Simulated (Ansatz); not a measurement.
`C=CCSC(F)(F)F` + H₂ → propene + `FC(F)(F)S`  (hydrogenolysis of a C–S bond)

Computed with Ansatz on PBE0-D4/def2-TZVP structures; ΔE is electronic, products minus reactants. CBS: MP2 limit from def2 TZ/QZ plus the TZ coupled-cluster correction, frozen cores. This one scheme is used for every species. Functionals use def2-TZVPP. Each species was taken in one conformer, which may not be the lowest.

```tsv
level	ΔE (kJ/mol)
ωB97X-V	-58.4
MP2/CBS(def2)	-48.8
```

Problem. What does CCSD(T)/CBS give? (An estimate is asked.)

Solution. Ansatz gave: -56.0 kJ/mol. The listed levels differ from it by -2.4, 7.2 kJ/mol.

Largest T1 diagnostic among the species: 0.012.

In def2-TZVPP, CCSD(T) changes the Hartree–Fock value by +28.6 kJ/mol (the triples alone add +7.2 kJ/mol) and MP2 by +35.8 kJ/mol. The D4 term adds +15.9 kJ/mol with B3LYP and +9.2 kJ/mol with PBE0; it sums over pairs of atoms, weighted by their polarisabilities, and B3LYP, whose exchange is more repulsive, gets the larger term. From PBE to PBE0 (25 % exact exchange), in def2-TZVPP and without D4, ΔE moves by −4.7 kJ/mol.

B3LYP here is the variant with VWN-RPA as its local correlation; programs differ in this.
